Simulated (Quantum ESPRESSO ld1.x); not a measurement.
Input (ld1.x (Quantum ESPRESSO 7.5)):

```
 &input
    zed=61.0,
    iswitch=1,
    rel=2,
    dft='PBE',
    config='[Xe] 4f5',
    rel_dist='average',
    verbosity='high',
    lsmall=.true.,
    prefix='ld1',
    max_out_wfc=37,
    file_charge='ld1.rho',
 /
```

It prints (banner and zero overlaps left out):

```
     Program LD1 v.7.5 starts

     --------------------------- All-electron run ----------------------------

     dirac relativistic calculation

     atomic number is 61.00
     dft =PBE   lsd =0 sic =0 latt =0  beta=0.20 tr2=1.0E-14
     Exchange-correlation= PBE
                           (   1   4   3   4   0   0   0)
     mesh =2091 r(mesh) = 100.39638 a.u. xmin = -8.00 dx = 0.00800
     1 Ry =  13.60569312 eV, c = 137.03599908

     n l j   nl                  e(Ry)          e(Ha)          e(eV)
     Spin orbit split results
     1 0 0.5 1S 1( 2.00)   -3307.024345739   -1653.512172869 -44994.3583984
     2 0 0.5 2S 1( 2.00)    -538.229842699    -269.114921349  -7322.9900694
     2 1 0.5 2P 1( 2.00)    -509.706791017    -254.853395508  -6934.9141813
     2 1 1.5 2P 1( 4.00)    -468.528701560    -234.264350780  -6374.6577327
     3 0 0.5 3S 1( 2.00)    -118.113350094     -59.056675047  -1607.0139951
     3 1 0.5 3P 1( 2.00)    -105.893706111     -52.946853055  -1440.7572690
     3 1 1.5 3P 1( 4.00)     -97.613103696     -48.806551848  -1328.0939337
     4 0 0.5 4S 1( 2.00)     -24.250395458     -12.125197729   -329.9434387
     4 1 0.5 4P 1( 2.00)     -19.602749947      -9.801374973   -266.7090001
     4 1 1.5 4P 1( 4.00)     -17.796480745      -8.898240373   -242.1334557
     3 2 1.5 3D 1( 4.00)     -76.394006993     -38.197003496  -1039.3934156
     3 2 2.5 3D 1( 6.00)     -74.599600686     -37.299800343  -1014.9792740
     5 0 0.5 5S 1( 2.00)      -4.040690072      -2.020345036    -54.9763891
     5 1 0.5 5P 1( 2.00)      -2.798113268      -1.399056634    -38.0702704
     5 1 1.5 5P 1( 4.00)      -2.555380268      -1.277690134    -34.7677197
     4 2 1.5 4D 1( 4.00)     -10.157779353      -5.078889677   -138.2036287
     4 2 2.5 4D 1( 6.00)      -9.836856891      -4.918428446   -133.8372562
     4 3 2.5 4F 1( 2.14)      -1.135211271      -0.567605636    -15.4453362
     4 3 3.5 4F 1( 2.86)      -1.100343141      -0.550171570    -14.9709311
     Averaged results
     1 0     1S 1( 2.00)   -3307.024345739   -1653.512172869 -44994.3583984
     2 0     2S 1( 2.00)    -538.229842699    -269.114921349  -7322.9900694
     2 1     2P 1( 6.00)    -482.254731379    -241.127365690  -6561.4098823
     3 0     3S 1( 2.00)    -118.113350094     -59.056675047  -1607.0139951
     3 1     3P 1( 6.00)    -100.373304501     -50.186652250  -1365.6483788
     4 0     4S 1( 2.00)     -24.250395458     -12.125197729   -329.9434387
     4 1     4P 1( 6.00)     -18.398570479      -9.199285240   -250.3253038
     3 2     3D 1(10.00)     -75.317363209     -37.658681604  -1024.7449307
     5 0     5S 1( 2.00)      -4.040690072      -2.020345036    -54.9763891
     5 1     5P 1( 6.00)      -2.636291268      -1.318145634    -35.8685700
     4 2     4D 1(10.00)      -9.965225876      -4.982612938   -135.5838052
     4 3     4F 1( 5.00)      -1.115286625      -0.557643313    -15.1742476

     final scf error:  2.2E-15 reached in  28 iterations

     Etot =  -20053.019765 Ry,  -10026.509882 Ha, -272835.233107 eV

     Ekin =   21686.319983 Ry,   10843.159992 Ha,  295057.414661 eV
     Encl =  -49010.522476 Ry,  -24505.261238 Ha, -666822.128611 eV
     Eh   =    7729.983631 Ry,    3864.991815 Ha,  105171.785124 eV
     Exc  =    -458.800902 Ry,    -229.400451 Ha,   -6242.304281 eV
```

Run on one thread of a shared host, so times are rough (Intel(R) Xeon(R) Processor @ 2.60GHz): 0.82 s of CPU time, 0.86 s wall, 28 iterations on 2091 mesh points.
